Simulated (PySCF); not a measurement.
Harmonic spectrum computed at PBE0 in the def2-TZVP basis family (core potentials from Rb on, PySCF, no spin–orbit coupling):

| ω (cm⁻¹) | IR (km/mol) |
| --- | --- |
| 389 | 16.6 |
| 558 | 4.7 |
| 2660 | 1.9 |

Question: Which molecule gave it? In each, all ligands are bound to the one heavy central atom.
A. HCoS (triplet)
B. HRuS (quartet)
C. HFeS (sextet)
D. HGaS (singlet)

Answer: A. It has Cs symmetry with Co–S 2.122 Å, S–H 1.349 Å.
